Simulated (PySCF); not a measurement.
# Ir⁷⁵⁺ (iridium, charge +75) across methods

1s2, closed-shell 1S. Calculation: PySCF 2.14, in an uncontracted even-tempered set (16 s from 230 bohr⁻², ratio 2.2; 7 p from 350 bohr⁻², ratio 2.4; 4 d from 1100 bohr⁻², ratio 2.4; 3 f from 1600 bohr⁻², ratio 2.4; 3 g from 2400 bohr⁻², ratio 2.4); the spin-free X2C one-electron Hamiltonian (Gaussian nucleus).

| method | E (hartree) | mean ε 1s (eV) | Σ⟨r²⟩ (bohr²) | ⟨S²⟩ |
| --- | --- | --- | --- | --- |
| UHF | -6428.32686 | -86669.7 | 0.0007663 | 0.000 |
| PW91 | -6429.06 | -86103.5 | 0.0007672 | 0.000 |
| revPBE | -6429.76 | -86104.2 | 0.0007671 | 0.000 |
| LDA | -6421.11 | -86010.6 | 0.0007682 | 0.000 |
| r2SCAN | -6429.18 | -86161.3 | 0.0007667 | 0.000 |
| PBE0 | -6428.73 | -86241.3 | 0.0007670 | 0.000 |
| PBE | -6428.85 | -86098.3 | 0.0007672 | 0.000 |
